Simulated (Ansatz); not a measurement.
`[SiH3][SiH2][SiH2][GeH2][SiH2][GeH3]` + `[SiH3][SiH2][SiH3]` → `[SiH3][SiH2][GeH3]` + `[SiH3][SiH2][SiH2][GeH2][SiH2][SiH3]`  (redistribution)

Calculated with Ansatz (gas phase, PBE0-D4/def2-TZVP geometries, no zero-point term in ΔE). CCSD(T)/CBS adds triple-zeta CCSD(T) − MP2 to the extrapolated MP2 energy (def2 sets, frozen cores). Functionals use def2-TZVPP. For Ge outer-core shells are correlated without core-valence functions, which leaves a few kJ/mol of doubt a bond. Scalar relativity is left out up to krypton. One conformer a species, not always the lowest.

```json
{"species": "`[SiH3][SiH2][SiH2][GeH2][SiH2][GeH3]`", "r2SCANh energy (Eh)": "-5320.28607"}
{"species": "`[SiH3][SiH2][SiH3]`", "r2SCANh energy (Eh)": "-873.20781"}
{"species": "`[SiH3][SiH2][GeH3]`", "r2SCANh energy (Eh)": "-2660.72689"}
{"species": "`[SiH3][SiH2][SiH2][GeH2][SiH2][SiH3]`", "r2SCANh energy (Eh)": "-3532.76703"}
```

(1) Work out ΔE.

Largest T1 diagnostic among the species: 0.013.

## Answers

(1) ΔE = (-2660.72689) + (-3532.76703) − (-5320.28607) − (-873.20781) = -0.00004 Eh = -0.1 kJ/mol. CCSD(T)/CBS gives 0.0 kJ/mol.

Leaving LDA and LC-ωPBE aside and taking each functional with its dispersion term where it has one, the values, not all of them listed here, spread over 0.9 kJ/mol, from revPBE-D4 to B2PLYP.
